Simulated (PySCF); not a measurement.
Isomers of C4H9PSi2.

All values: B3LYP/def2-SVPD (PySCF) at GFN2-xTB geometries, gas phase, one conformer each. Core orbitals are frozen in the response; Δα² is half the sum of the squared differences of the principal polarisabilities.

(1) Rank by mean static polarisability, lowest first.
A. `[CH:1]#[C:2][SiH2:3]/[CH:4]=[CH:5]/[SiH2:6][PH2:7]` with C2–Si3–C4–C5 0°, C4–C5–Si6–P7 -1°, C5–Si6–P7–H -77° and -170°
B. `[CH:1]#[C:2][C:3](=[CH2:4])[SiH2:5][SiH2:6][PH2:7]` with C2–C3–Si5–Si6 60°, C3–Si5–Si6–P7 -126°, Si5–Si6–P7–H 47° and -46°
C. `[CH:1]#[C:2][SiH2:3]/[CH:4]=[CH:5]\[SiH2:6][PH2:7]` with C2–Si3–C4–C5 66°, C4–C5–Si6–P7 -95°, C5–Si6–P7–H -41° and 52°
D. `[CH2:1]=[CH:2][Si@H:3]([PH2:4])[C:5]#[C:6][SiH3:7]` with C1–C2–Si3–P4 179°, C2–Si3–P4–H -171° and 96°

(2) Rank by HOMO–LUMO gap, lowest first.
A. `[CH2:1]=[C:2]1[SiH2:3][Si@@H:4]([PH2:5])[C:6]1=[CH2:7]` with Si3–Si4–P5–H 20° and -73°
B. `[CH:1]#[C:2]/[C:3]([SiH3:4])=[CH:5]\[SiH2:6][PH2:7]` with C3–C5–Si6–P7 70°, C5–Si6–P7–H 47° and -46°
C. `[CH:1]#[C:2][SiH2:3]/[CH:4]=[CH:5]/[SiH2:6][PH2:7]` with C2–Si3–C4–C5 0°, C4–C5–Si6–P7 -1°, C5–Si6–P7–H -77° and -170°
D. `[CH:1]#[C:2]/[C:3](=[CH:4]\[SiH3:5])[SiH2:6][PH2:7]` with C2–C3–Si6–P7 -64°, C3–Si6–P7–H 39° and -54°
E. `[CH:1]#[C:2][SiH2:3][Si@@H:4]([PH2:5])[CH:6]=[CH2:7]` with C2–Si3–Si4–P5 83°, Si3–Si4–P5–H 47° and -46°, Si3–Si4–C6–C7 99°
F. `[CH:1]#[C:2][C:3](=[CH2:4])[SiH2:5][PH:6][SiH3:7]` with C2–C3–Si5–P6 178°, C3–Si5–P6–Si7 -81°

(3) Rank by HOMO energy, lowest first.
A. `[CH:1]#[C:2][SiH2:3]/[CH:4]=[CH:5]\[SiH2:6][PH2:7]` with C2–Si3–C4–C5 66°, C4–C5–Si6–P7 -95°, C5–Si6–P7–H -41° and 52°
B. `[CH2:1]=[CH:2][Si@H:3]([PH2:4])[C:5]#[C:6][SiH3:7]` with C1–C2–Si3–P4 179°, C2–Si3–P4–H -171° and 96°
C. `[CH2:1]=[C:2]1[SiH2:3][Si@@H:4]([PH2:5])[C:6]1=[CH2:7]` with Si3–Si4–P5–H 20° and -73°

Results:

(1) C (18.70 Å³), A (19.01 Å³), D (19.64 Å³), B (20.00 Å³).

(2) A (4.68 eV), B (4.94 eV), D (5.15 eV), F (5.55 eV), E (5.92 eV), C (6.10 eV).

(3) B (-7.19 eV), A (-6.93 eV), C (-6.70 eV).

All values together:

```
                  SMILES  μ (D)  HOMO (eV)  LUMO (eV)  α (Å³)  Δα (Å³)
 C#C/C([SiH3])=C/[SiH2]P   0.67      -6.96      -1.91   19.96     9.84
   C=C[Si@H](P)C#C[SiH3]   0.72      -7.19      -1.15   19.64     7.92
  C#CC1(C)[SiH2]P[SiH2]1   0.51      -6.68      -1.00   18.55     4.77
   C#CC(=C)[SiH2]P[SiH3]   0.44      -7.03      -1.48   19.50     8.86
 C#C/C(=C/[SiH3])[SiH2]P   0.60      -7.02      -1.93   19.64     7.53
   C#C[SiH2]/C=C/[SiH2]P   0.88      -7.22      -1.13   19.01     8.35
  C#C[SiH2][Si@@H](P)C=C   0.57      -6.96      -1.04   19.85     6.43
   C#CC(=C)[SiH2][SiH2]P   1.04      -6.92      -1.48   20.00     8.44
C=C1[SiH2][Si@@H](P)C1=C   0.59      -6.70      -2.02   20.12     9.52
   C#C[SiH2]/C=C\[SiH2]P   1.09      -6.93      -1.45   18.70     6.35
 C#C/C([SiH3])=C\[SiH2]P   1.01      -6.84      -1.90   19.58     6.66
 C#C/C(=C\[SiH3])[SiH2]P   0.54      -7.00      -1.85   19.68     7.55
```

Conformers: `[CH:1]#[C:2]/[C:3]([SiH3:4])=[CH:5]/[SiH2:6][PH2:7]` with C3–C5–Si6–P7 64°, C5–Si6–P7–H 149° and 57°; `[CH2:1]=[CH:2][Si@H:3]([PH2:4])[C:5]#[C:6][SiH3:7]` with C1–C2–Si3–P4 179°, C2–Si3–P4–H -171° and 96°; `[CH:1]#[C:2][C:3](=[CH2:4])[SiH2:5][PH:6][SiH3:7]` with C2–C3–Si5–P6 178°, C3–Si5–P6–Si7 -81°; `[CH:1]#[C:2]/[C:3](=[CH:4]/[SiH3:5])[SiH2:6][PH2:7]` with C2–C3–Si6–P7 101°, C3–Si6–P7–H -73° and -166°; `[CH:1]#[C:2][SiH2:3]/[CH:4]=[CH:5]/[SiH2:6][PH2:7]` with C2–Si3–C4–C5 0°, C4–C5–Si6–P7 -1°, C5–Si6–P7–H -77° and -170°; `[CH:1]#[C:2][SiH2:3][Si@@H:4]([PH2:5])[CH:6]=[CH2:7]` with C2–Si3–Si4–P5 83°, Si3–Si4–P5–H 47° and -46°, Si3–Si4–C6–C7 99°; `[CH:1]#[C:2][C:3](=[CH2:4])[SiH2:5][SiH2:6][PH2:7]` with C2–C3–Si5–Si6 60°, C3–Si5–Si6–P7 -126°, Si5–Si6–P7–H 47° and -46°; `[CH2:1]=[C:2]1[SiH2:3][Si@@H:4]([PH2:5])[C:6]1=[CH2:7]` with Si3–Si4–P5–H 20° and -73°; `[CH:1]#[C:2][SiH2:3]/[CH:4]=[CH:5]\[SiH2:6][PH2:7]` with C2–Si3–C4–C5 66°, C4–C5–Si6–P7 -95°, C5–Si6–P7–H -41° and 52°; `[CH:1]#[C:2]/[C:3]([SiH3:4])=[CH:5]\[SiH2:6][PH2:7]` with C3–C5–Si6–P7 70°, C5–Si6–P7–H 47° and -46°; `[CH:1]#[C:2]/[C:3](=[CH:4]\[SiH3:5])[SiH2:6][PH2:7]` with C2–C3–Si6–P7 -64°, C3–Si6–P7–H 39° and -54°.
